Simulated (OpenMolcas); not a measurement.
Values are calculated unless marked as measured or tabulated.
## Ir6+: input and output

Ir6+ among 8 point charges of -1.2 e arranged as a cube (Oh), 1.94 Å from the ion. With inversion symmetry the input lists one of each pair of outer charges.

Input:

```
&GATEWAY
Coord
1

Ir 0.0 0.0 0.0
Basis=ANO-RCC-VTZP
Group=XYZ
NoMove
AngMom=0.0 0.0 0.0
AMFI
XField
4 Angstrom 0
1.120060 1.120060 1.120060 -1.200000
1.120060 1.120060 -1.120060 -1.200000
1.120060 -1.120060 1.120060 -1.200000
1.120060 -1.120060 -1.120060 -1.200000
&SEWARD
&RASSCF
FileOrb=start.orb
Symmetry=1
Spin=4
nActEl=3 0 0
Inactive=15 19
Ras2=5 0
CIRoot=10 10 1
SDav=10
CIMx=300
Iter=120 100
PrWF=0.3
OrbListing=Nothing
MaxOrb=0
>>> COPY $Project.JobIph JOB001
&RASSCF
FileOrb=start.orb
Symmetry=1
Spin=2
nActEl=3 0 0
Inactive=15 19
Ras2=5 0
CIRoot=40 40 1
SDav=40
CIMx=300
Iter=120 100
PrWF=0.3
OrbListing=Nothing
MaxOrb=0
>>> COPY $Project.JobIph JOB002
&RASSI
NrOfJobIphs=2 10 40
1 2 3 4 5 6 7 8 9 10
1 2 3 4 5 6 7 8 9 10 11 12 13 14 15 16 17 18 19 20 21 22 23 24 25 26 27
28 29 30 31 32 33 34 35 36 37 38 39 40
IphNames
JOB001
JOB002
EJob
SpinOrbit
DIPRint=1.0
SOCoupling=1000.0
Subsets=2
Property=9
'ANGMOM' 1 'ANGMOM' 2 'ANGMOM' 3 'MLTPL  1' 1 'MLTPL  1' 2 'MLTPL  1' 3
'AMFI' 1 'AMFI' 2 'AMFI' 3
SOProperty=3
'ANGMOM' 1 'ANGMOM' 2 'ANGMOM' 3
```

Launched by
```bash
OMP_NUM_THREADS=1 MOLCAS_MEM=1689 MOLCAS_PROJECT=a pymolcas a.inp > a.log  # once for each step of the input, in one work folder
```

A driver script runs the steps one by one and writes start.orb anew before each from the orbitals found so far.

Output, cut to the results:

```
--- SEWARD ---
Basis set label: IR.ANO-RCC...8S7P5D3F1G.

      Electronic valence basis set:
      ------------------
      Associated Effective Charge  77.000000 au
      Associated Actual Charge     77.000000 au
      Nuclear Model: Point charge

      Shell  nPrim  nBasis  Cartesian Spherical Contaminant
         s      24       8        X
         p      21       7        X
         d      15       5                 X
         f      11       3                 X
         g       4       1                 X
                  Relativistic Douglas-Kroll-Hess integrals:
                    - DKH order of Hamiltonian: 2
                    - DKH order of Properties : 0
                  Atomic mean-field integrals
--- RASSCF ---
Wave function specifications:
      -----------------------------

      Number of closed shell electrons          68
      Number of electrons in active shells       3
      Max number of holes in RAS1 space          0
      Max nr of electrons in RAS3 space          0
      Number of inactive orbitals               34
      Number of active orbitals                  5
      Number of secondary orbitals              45
      Spin quantum number                      1.5
      State symmetry                             1
Orbital specifications:
      -----------------------

      Symmetry species                           1   2
                                                ag  au
      Frozen orbitals                            0   0
      Inactive orbitals                         15  19
      Active orbitals                            5   0
      RAS1 orbitals                              0   0
      RAS2 orbitals                              5   0
      RAS3 orbitals                              0   0
      Secondary orbitals                        22  23
      Deleted orbitals                           0   0
      Number of basis functions                 42  42
      Number of CSFs                            10
      Number of root(s) required                10
      Iter CI   SX   CI       RASSCF       Energy    max ROT     max BLB   max BLB  Level Ln srch  Step   QN
          iter iter root      energy       change     param      element    value   shift minimum  type update
 Nr of preliminary CI iterations:   1
      Total energies have been shifted. Add               -17000.00 au
        1   1    8    0  -817.58673829    0.00E+00   2.61E-01*  19  22 2  4.86E-01*  0.00   0.00    SX    NO
        2   1    8    0  -818.15657770   -5.70E-01* -2.86E-02   11  37 2  1.82E-01*  0.00   0.00    SX    NO
        3   1    8    0  -818.18713548   -3.06E-02* -1.45E-02   11  37 2 -9.86E-02*  0.00   0.00    SX    NO
        4   1    8    0  -818.19418817   -7.05E-03* -7.57E-03   11  37 2  5.75E-02*  0.00   0.00    SX    NO
        5   1    7    0  -818.19664596   -2.46E-03*  3.13E-03   11  37 2 -3.52E-02*  0.00   0.62    QN   YES
        6   1    6    0  -818.19810054   -1.45E-03* -9.40E-05   11  37 2 -9.31E-04*  0.00   1.03    QN   YES
        7   1    4    0  -818.19810151   -9.76E-07* -1.15E-05   15  23 1 -1.13E-05   0.00   1.00    QN   YES
        8   1    4    0  -818.19810152   -3.46E-10   1.58E-06   15  23 1 -2.02E-06   0.00   0.90    QN   YES
      Convergence after  8 iterations
        9   1    4    0  -818.19810152   -4.37E-11   1.58E-06   15  23 1 -2.02E-07   0.00   0.90    QN   YES
      Natural orbitals and occupation numbers for root  1
      sym 1:   0.915144   0.084856   1.000000   0.084856   0.915144
      Natural orbitals and occupation numbers for root  2
      sym 1:   0.092019   0.907981   1.000000   0.092019   0.907981
      Natural orbitals and occupation numbers for root  3
      sym 1:   0.111848   0.111848   0.888152   0.888152   1.000000
::    RASSCF root number  1 Total energy: -17818.23114945
::    RASSCF root number  2 Total energy: -17818.23114945
::    RASSCF root number  3 Total energy: -17818.23114945
::    RASSCF root number  4 Total energy: -17818.21399398
::    RASSCF root number  5 Total energy: -17818.21399398
::    RASSCF root number  6 Total energy: -17818.21399398
::    RASSCF root number  7 Total energy: -17818.19316485
::    RASSCF root number  8 Total energy: -17818.15080667
::    RASSCF root number  9 Total energy: -17818.15080667
::    RASSCF root number 10 Total energy: -17818.15080667
--- RASSCF ---
Wave function specifications:
      -----------------------------

      Number of closed shell electrons          68
...
--- RASSI ---
SPIN-FREE ENERGIES:
  (Shifted by EMIN (a.u.) =     -17818.2311494522)

 SF State       Relative EMIN(au)   Rel lowest level(eV)    D:o, cm**(-1)      L_eff

     1             0.0000000000        0.0000000000              0.0000         3.0
     2             0.0000000000        0.0000000000              0.0000         3.0
     3             0.0000000000        0.0000000000              0.0000         3.0
     4             0.0171554751        0.4668242597           3765.1916         3.0
     5             0.0171554751        0.4668242597           3765.1916         3.0
     6             0.0171554751        0.4668242597           3765.1916         3.0
     7             0.0379846025        1.0336136904           8336.6566         3.0
    11             0.0647452837        1.7618089215          14209.9473         4.0
    12             0.0647452837        1.7618089215          14209.9473         4.0
    13             0.0782861597        2.1302749282          17181.8260         3.9
    14             0.0782861597        2.1302749282          17181.8260         3.9
    15             0.0782861597        2.1302749282          17181.8260         3.9
    16             0.0788099918        2.1445291279          17296.7939         4.3
    17             0.0788099918        2.1445291279          17296.7939         4.3
    18             0.0788099918        2.1445291279          17296.7939         4.3
    10             0.0803427801        2.1862384212          17633.2020         1.0
     8             0.0803427801        2.1862384212          17633.2020         1.0
     9             0.0803427801        2.1862384212          17633.2020         1.0
    19             0.0910990614        2.4789317461          19993.9329         4.0
    20             0.0987803148        2.6879492989          21679.7732         2.8
    21             0.0987803148        2.6879492989          21679.7732         2.8
...
```

Spin-orbit levels above the lowest (labels of O, the rotations of Oh):

| E (cm-1) | Degeneracy | Label | 2S+1 | g |
| --- | --- | --- | --- | --- |
| 0.0 | 4 | Γ8 | 4 (83 %) |  |
| 6994 | 2 | Γ7 | 4 | 1.99 1.99 1.99 |
| 8916 | 4 | Γ8 | 4 |  |
| 14403 | 4 | Γ8 | 4 (84 %) |  |
| 14627 | 2 | Γ7 | 4 (83 %) | 3.73 3.73 3.73 |
| 14999 | 2 | Γ6 | 4 (87 %) | 1.43 1.43 1.43 |
| 17513 | 4 | Γ8 | 4 (51 %) |  |
| 17605 | 2 | Γ6 | 4 (61 %) | 3.10 3.10 3.10 |
| 20222 | 4 | Γ8 | 2 (50 %) |  |
| 20899 | 4 | Γ8 | 4 (54 %) |  |
| 22477 | 2 | Γ6 | 4 (64 %) | 2.16 2.16 2.16 |
| 28191 | 4 | Γ8 | 2 (59 %) |  |
| 28579 | 2 | Γ7 | 2 (83 %) | 2.80 2.80 2.80 |
| 29249 | 2 | Γ6 | 2 (70 %) | 0.31 0.31 0.31 |
| 30200 | 4 | Γ8 | 2 (65 %) |  |
| 31512 | 2 | Γ6 | 2 (76 %) | 1.39 1.39 1.39 |
| 32239 | 2 | Γ7 | 4 (89 %) | 2.56 2.56 2.56 |
| 32345 | 4 | Γ8 | 4 (84 %) |  |
| 32575 | 4 | Γ8 | 2 (74 %) |  |
| 37299 | 4 | Γ8 | 2 (57 %) |  |

Spin-orbit coupling mixes the spin-free states strongly: the lowest level takes only 51 % from its leading state, 4T1. Without dynamic correlation the repulsion within the d shell is too large (B by tens of per cent), so at a given field states of lower spin stand too high. Point charges give a weaker field than real ligands, and real ions of this kind are as a rule low spin; the high spin found here belongs to the model. Point charges carry no covalency, so the field is a model and not that of real ligands. No measured value stands beside these numbers.

The RASSCF and RASSI steps took 10 s on 1 thread of Arm Neoverse V2, with other jobs on the host; the integral step is not counted.
